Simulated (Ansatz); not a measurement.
Computed with Ansatz on PBE0-D4/def2-TZVP structures; ΔE is electronic, products minus reactants. CCSD(T)/CBS is the MP2 limit (def2-TZVPP, def2-QZVPP) plus CCSD(T) − MP2 in def2-TZVPP, frozen cores. DFT in def2-TZVPP. B3LYP here is the variant with VWN-RPA as its local correlation; programs differ in this. For Ge outer-core shells are correlated without core-valence functions, which leaves a few kJ/mol of doubt a bond. Scalar relativity is left out up to krypton. One conformer a species, not always the lowest.

Reaction (germylene formation by 1,1-elimination): `[OH][Ge]([OH])([F])[SiH3]` → `[OH][Ge][F]` + `O[SiH3]`

```json
{"level": "LDA (SPW92)", "ΔE (kJ/mol)": "35.5"}
{"level": "CAM-B3LYP-D4", "ΔE (kJ/mol)": "1.9"}
{"level": "ωB97X-V", "ΔE (kJ/mol)": "19.9"}
{"level": "PBE-QIDH", "ΔE (kJ/mol)": "33.2"}
{"level": "B3LYP", "ΔE (kJ/mol)": "-19.6"}
{"level": "SCS-MP2/def2-TZVPP", "ΔE (kJ/mol)": "16.1"}
{"level": "SCS-MP2/def2-QZVPP", "ΔE (kJ/mol)": "9.5"}
{"level": "MP2/CBS(def2)", "ΔE (kJ/mol)": "13.1"}
```

Question: What does CCSD(T)/CBS give? (Estimate.)

Answer: Ansatz gave: +11.3 kJ/mol. The listed levels differ from it by 24.2, -9.4, 8.6, 21.9, -30.9, 4.8, -1.8, 1.8 kJ/mol.

Largest T1 diagnostic among the species: 0.015.

From BLYP to BHLYP (50 % exact exchange), in def2-TZVPP and without D4, ΔE moves by +33.8 kJ/mol. The D4 term adds +14.5 kJ/mol with B3LYP and +8.1 kJ/mol with PBE0; it sums over pairs of atoms, weighted by their polarisabilities, and B3LYP, whose exchange is more repulsive, gets the larger term. Leaving LDA and LC-ωPBE aside and taking each functional with its dispersion term where it has one, the values, not all of them listed here, spread over 52.4 kJ/mol, from BLYP-D4 to PBE-QIDH. LDA lies +32.4 kJ/mol from PBE without D4.

CCSD(T)/CBS has its own doubt, a few kJ/mol and more with outer-core shells, so smaller differences from it don't rank the levels.
